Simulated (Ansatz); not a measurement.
Computed with Ansatz on PBE0-D4/def2-TZVP structures; ΔE is electronic, products minus reactants. CBS: MP2 limit from def2 TZ/QZ plus the TZ coupled-cluster correction, frozen cores. DFT in def2-TZVPP. B3LYP here is the variant with VWN-RPA as its local correlation; programs differ in this. HSE06 is defined as in plane-wave codes. Elements past krypton have def2 core potentials. For Ge, Sn outer-core shells are correlated without core-valence functions, which leaves a few kJ/mol of doubt a bond. Scalar relativity is left out up to krypton.

Consider the germylene loss: `[Cl][SnH2][GeH3]` → `[Cl][SnH3]` + `[GeH2]`.

CCSD(T)/CBS gives +2.31 eV.

Q: Another level gave +2.63 eV. Which?
A. r2SCAN0-D4/def2-TZVPP
B. B3LYP/def2-TZVPP
C. HSE06/def2-TZVPP
D. LDA (SPW92)/def2-TZVPP

A: D. LDA (SPW92) 2.63, B3LYP 2.01, r2SCAN0-D4 2.44, HSE06 2.31 eV.

Q: What do rigid-rotor, harmonic-oscillator terms from PBE0-D4/def2-TZVP frequencies (298.15 K, 1 bar) make of the CCSD(T)/CBS value? (An estimate is asked.)

A: Computed: ΔZPE = -0.16 eV, ΔH = +2.18 eV, ΔS = 131 J/(mol·K), ΔG = +1.77 eV.

Largest T1 diagnostic among the species: 0.012.

From PBE to PBE0 (25 % exact exchange), in def2-TZVPP and without D4, ΔE moves by +0.09 eV. In def2-TZVPP, CCSD(T) changes the Hartree–Fock value by +0.36 eV (the triples alone add +0.05 eV) and MP2 by +0.55 eV.
